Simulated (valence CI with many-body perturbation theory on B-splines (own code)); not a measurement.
# Sensitivity of CI+MBPT for Mn IV

Calculated by relativistic CI+MBPT: four valence electrons over a frozen Dirac-Fock core [Ar], a basis of 6 s, 6 p, 5 d, 5 f, 1 g functions for each j, with the one-electron correlation potential Σ1 (screened to all orders), the two-electron term Σ2, the three-electron term Σ3, Breit, model QED; selected single and double excitations, second order for the rest, scaled by the run's own slope (own B-spline code, finite nucleus).

Set against measurement, 19 paired levels are off by 403 cm⁻¹ on average, the worst by 940. These come from a selection out of Corliss and Sugar, J. Phys. Chem. Ref. Data 6, 1253 (1977). Levels without a partner in it may be off by more, other configurations by 1,000 to 8,000 cm⁻¹. Only levels of the ground parity were solved; by the run's estimate the other parity begins above the list, which can be wrong where configurations are misplaced.

The reference run has the lowest level 3d4 5D_0 and an ionisation energy of 50.5216 eV. Its largest variational space holds 11536 state functions.

| Level | Reference (cm⁻¹) | Shift (cm⁻¹) |
| --- | --- | --- |
| 3d4 5D_1 | 92.5 | -0.1 |
| 3d4 5D_2 | 274 | -1.0 |
| 3d4 5D_3 | 533 | +2.4 |
| 3d4 5D_4 | 859 | +6.4 |
| 3d4 3H_4 | 20354 | +557 |
| 3d4 3H_5 | 20543 | +558 |
| 3d4 3H_6 | 20740 | +562 |
| 3d4 3P_0 | 21376 | +354 |
| 3d4 3P_1 | 21970 | +356 |
| 3d4 3F_2 | 22907 | +426 |
| 3d4 3F_3 | 22961 | +432 |
| 3d4 3P_2 | 22982 | +362 |

The ionisation energy moves by +0.0583 eV.

Question: Which of these changes was made?
A. selection threshold (hartree) 2e-08 → 2e-07
B. box radius (bohr) 17.695 → 4.95
C. Davidson tolerance 2e-05 → 0.001; orbitals per symmetry with explicit Σ2 and valence Breit (the others get mean screening factors) 5 → 4

Answer: C. Davidson tolerance 2e-05 → 0.001; orbitals per symmetry with explicit Σ2 and valence Breit (the others get mean screening factors) 5 → 4.
